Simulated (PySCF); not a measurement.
C2H4NO, SMILES CC(=O)[NH], multiplicity 2.

The structure is a stationary point at ωB97X-D3(BJ)/def2-SVP. The isomer is the one that the SMILES or the coordinates give; other isomers of the formula were not compared. One conformer was computed; it need not be the lowest.

Two levels are set side by side: PBE/def2-TZVPD (PySCF) and ωB97X/def2-TZVPD (PySCF). Same geometry, gas phase. Differences are taken from unrounded values.

```tsv
quantity	ωB97X	PBE	PBE minus ωB97X
α-spin orbital gap (eV)	12.58	5.39	-7.19
β-spin orbital gap (eV)	8.36	0.83	-7.52
dipole moment (D)	1.71	1.60	-0.12
mean polarisability (bohr³)	38.3	42.2	3.8
```

PBE's more diffuse valence density responds more strongly to a field. Differences between two approximate levels are no errors against the true value.

Rough cost on one machine, each run with all the roots and properties that it gave: ωB97X against PBE within a factor of 2.
